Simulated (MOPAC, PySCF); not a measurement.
[W(NH2)6], neutral singlet in the gas phase. 

Cartesian coordinates (Å):
```xyz
19

W      0.1247     0.1096     0.0827
N      1.1902    -1.1163     1.2752
H      0.8213    -1.4867     2.1549
H      2.0438    -1.6095     0.9975
N      0.1914     2.0377     0.6641
H      0.9671     2.6599     0.4218
H     -0.6042     2.5675     1.0319
N     -0.7887    -1.5370    -0.6343
H     -0.6313    -2.4691    -0.2423
H     -1.5995    -1.5331    -1.2601
N     -0.5542     0.7692    -1.6961
H     -0.6737     0.1879    -2.5309
H     -0.6125     1.7640    -1.9294
N      1.9876     0.3634    -0.6420
H      2.8472     0.2889    -0.0902
H      2.1711     0.7938    -1.5521
N     -1.2777     0.1418     1.5292
H     -1.2644     0.7594     2.3462
H     -1.9684    -0.6046     1.6439
```
Charge 0, spin multiplicity 1.

All levels are single points at this geometry (PBE-D3(BJ)/def2-SVP); Pople sets use spherical d functions. Orbital energies aren't observables, and empty levels follow the basis.

```json
[
 {"level": "B3LYP-D3(BJ)/def2-TZVP in PySCF", "HOMO (eV)": "-5.98", "LUMO (eV)": "-1.46", "gap (eV)": "4.52", "dipole (D)": "0.00", "vertical IE, Delta-SCF (eV)": "–"},
 {"level": "PBE-D3(BJ)/def2-TZVP in PySCF", "HOMO (eV)": "-4.92", "LUMO (eV)": "-1.92", "gap (eV)": "3.00", "dipole (D)": "0.00", "vertical IE, Delta-SCF (eV)": "–"},
 {"level": "TPSSh-D3(BJ)/def2-TZVP in PySCF", "HOMO (eV)": "-5.47", "LUMO (eV)": "-1.59", "gap (eV)": "3.88", "dipole (D)": "0.00", "vertical IE, Delta-SCF (eV)": "–"},
 {"level": "B3LYP/6-311+G** (LANL2DZ on W) in PySCF", "HOMO (eV)": "-6.07", "LUMO (eV)": "-1.84", "gap (eV)": "4.24", "dipole (D)": "0.00", "vertical IE, Delta-SCF (eV)": "–"},
 {"level": "B3LYP/6-31G* (LANL2DZ on W) in PySCF", "HOMO (eV)": "-5.51", "LUMO (eV)": "-1.13", "gap (eV)": "4.37", "dipole (D)": "0.00", "vertical IE, Delta-SCF (eV)": "7.39"},
 {"level": "B3LYP/LANL2DZ in PySCF", "HOMO (eV)": "-5.67", "LUMO (eV)": "-1.26", "gap (eV)": "4.41", "dipole (D)": "0.00", "vertical IE, Delta-SCF (eV)": "–"},
 {"level": "BP86/6-31G* (LANL2DZ on W) in PySCF", "HOMO (eV)": "-4.53", "LUMO (eV)": "-1.63", "gap (eV)": "2.90", "dipole (D)": "0.00", "vertical IE, Delta-SCF (eV)": "–"},
 {"level": "M06-2X/6-31G* (LANL2DZ on W) in PySCF", "HOMO (eV)": "-7.10", "LUMO (eV)": "-0.18", "gap (eV)": "6.92", "dipole (D)": "0.00", "vertical IE, Delta-SCF (eV)": "–"},
 {"level": "PBE/6-31G* (LANL2DZ on W) in PySCF", "HOMO (eV)": "-4.44", "LUMO (eV)": "-1.54", "gap (eV)": "2.90", "dipole (D)": "0.00", "vertical IE, Delta-SCF (eV)": "–"},
 {"level": "SVWN5/6-31G* (LANL2DZ on W) in PySCF", "HOMO (eV)": "-4.55", "LUMO (eV)": "-1.63", "gap (eV)": "2.93", "dipole (D)": "0.00", "vertical IE, Delta-SCF (eV)": "–"},
 {"level": "HF/6-31G* (LANL2DZ on W) in PySCF", "HOMO (eV)": "-9.10", "LUMO (eV)": "2.00", "gap (eV)": "11.10", "dipole (D)": "0.00", "vertical IE, Delta-SCF (eV)": "–"},
 {"level": "PM6 in MOPAC", "HOMO (eV)": "-6.66", "LUMO (eV)": "2.76", "gap (eV)": "9.42", "dipole (D)": "0.00", "vertical IE, Delta-SCF (eV)": "–"},
 {"level": "PM7 in MOPAC", "HOMO (eV)": "-8.80", "LUMO (eV)": "1.58", "gap (eV)": "10.38", "dipole (D)": "0.00", "vertical IE, Delta-SCF (eV)": "–"}
]
```
